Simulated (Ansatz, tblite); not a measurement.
Removing and adding an electron: n-GeGeGeGeSiGeH14 (SiGe5H14). Charge 0, multiplicity 1. Geometry: r2SCAN-D4/def2-SVP. Ansatz, gas phase; energy differences of separate SCF runs; the oxidised species was run as a doublet alone; the reduced species was run as a doublet alone.

```xyz
20

Ge    0.0155    0.4787   -2.7464
Ge    1.4912    1.4300   -1.0792
Ge    0.1912    2.3021    0.7713
Ge   -0.3610    0.5519    2.3536
Si   -1.4624   -1.2947    1.3207
Ge    0.0831   -2.7174    0.1991
H    -1.1588   -0.2518   -2.0731
H    -0.5610    1.6108   -3.6137
H     0.7517   -0.5167   -3.6565
H     2.3194    2.5579   -1.7240
H     2.4779    0.3725   -0.5521
H    -1.1138    2.9108    0.2232
H     0.9610    3.4230    1.4954
H     0.9436    0.0577    3.0082
H    -1.2485    1.1325    3.4724
H    -2.1522   -2.1107    2.3705
H    -2.5023   -0.7961    0.3676
H     0.9247   -1.9489   -0.8330
H    -0.6464   -3.8574   -0.5302
H     1.0470   -3.3342    1.2262
```

The xTB rows come from tblite. HOMO above LUMO, or a gap near zero within one spin, warns that the state may not be the lowest or that an electron is smeared out.

| level | −HOMO (eV) | vertical IE (eV) | −LUMO (eV) | vertical EA (eV) | HOMO–LUMO gap (eV) | IE − EA (eV) | remarks |
| --- | --- | --- | --- | --- | --- | --- | --- |
| GFN1-xTB | 11.57 | 13.21 | 8.07 | 6.08 | 3.49 | 7.13 | – |
| GFN2-xTB | 10.08 | 12.13 | 5.85 | 3.53 | 4.23 | 8.61 | – |
| PBE-D4/def2-TZVP | 6.65 | 8.81 | 1.21 | -0.56 | 5.44 | 9.37 | HOMO above zero (-1 doublet), gap within one spin near zero (+1 doublet), gap within one spin near zero (-1 doublet) |
| r2SCANh-D4/def2-TZVP | 7.26 | 9.05 | 0.72 | – | 6.54 | – | – |
| PBE0-D4/def2-TZVP | 7.63 | 9.11 | 0.41 | -0.76 | 7.22 | 9.87 | HOMO above zero (-1 doublet) |

   A HOMO above zero means that the electron is unbound at that level or that self-interaction error raises the level; the energy of removing that electron tells which. Raw xTB energy differences between charge states are shifted by several eV; the methods need an empirical correction for them. Sets without diffuse functions give affinities that are too small. A negative affinity means that the extra electron isn't bound; its size then hangs on the basis.
